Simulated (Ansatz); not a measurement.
Reactions of phosphine (`P`).

Gas-phase electronic energies from Ansatz, PBE0-D4/def2-TZVP geometries. CCSD(T)/CBS is the MP2 limit (def2-TZVPP, def2-QZVPP) plus CCSD(T) − MP2 in def2-TZVPP, frozen cores. Small cases extrapolate CCSD(T) itself. DFT in def2-TZVPP. B3LYP here is the variant with VWN-RPA as its local correlation; programs differ in this. No spin–orbit coupling; open shells (•) take unrestricted orbitals. Bonds to Se are less sure, by a few kJ/mol each and by 10 to 20 or more in all where they break to atoms, as the def2 sets lack core-valence functions. Scalar relativity is left out up to krypton. One conformer a species, not always the lowest.

```json
{"reaction": "PH₃ + `BN([SiH3])CC` → `CCN([SiH3])P` + BH₃", "B3LYP-D4 (kcal/mol)": "39.3", "PBE0-D4 (kcal/mol)": "40.2", "CCSD(T)/CBS(def2) (kcal/mol)": "39.2"}
{"reaction": "PH₃ + `COB1C[SiH2]1` → `PB1C[SiH2]1` + CH₃OH", "B3LYP-D4 (kcal/mol)": "25.4", "PBE0-D4 (kcal/mol)": "22.7", "CCSD(T)/CBS(def2) (kcal/mol)": "23.8"}
{"reaction": "PH₃ + `O[SiH2][SiH2][SeH]` → `O[SiH2][SiH2]P` + H₂Se", "B3LYP-D4 (kcal/mol)": "10.0", "PBE0-D4 (kcal/mol)": "9.5", "CCSD(T)/CBS(def2) (kcal/mol)": "10.4"}
{"reaction": "PH₃ → 3 H• + P•", "B3LYP-D4 (kcal/mol)": "246.1", "PBE0-D4 (kcal/mol)": "238.2", "CCSD(T)/CBS(def2) (kcal/mol)": "242.1"}
```

Largest T1 diagnostic: 0.017, for `PB1C[SiH2]1`.

Extrapolated directly: PH₃ → 3 H• + P•.
